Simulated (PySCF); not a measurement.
A structure optimised at PBE0-D3(BJ)/def2-TZVP (Å):
```
atom  x, y, z in Å
F1    -0.6952   -1.4901    0.9755
B2    -0.7135   -0.4406    0.1793
F3    -1.8814   -0.0902   -0.3203
B4     0.7211    0.4314   -0.1928
F5     1.1350    1.4328    0.5566
F6     1.4558    0.1273   -1.2431
```

Charge 0, singlet.

Question: Which heavy atoms are bonded, and with what formal order?

Answer: F1–B2 1.32 Å (single); B2–F3 1.32 Å (single); B2–B4 1.72 Å (single); B4–F5 1.32 Å (single); B4–F6 1.32 Å (single).

Question: Write the SMILES.

Answer: `FB(F)B(F)F`, B2F4, diboron tetrafluoride.

Question: Name the point group.

Answer: D2d (every atom within 0.08 Å of its image).

Question: Classify the heavy atoms.

Answer: F1/F3/F5/F6: boron-bound fluorine; B2/B4: three-coordinate boron.

Question: What is the arrangement about B2?

Answer: It has 3 neighbours (F1, F3, B4) and is planar (angles 121.5°, 121.5° and 116.9°, sum 360.0°, 0.00 Å off the plane of its three neighbours).

All values are computed, not measured.
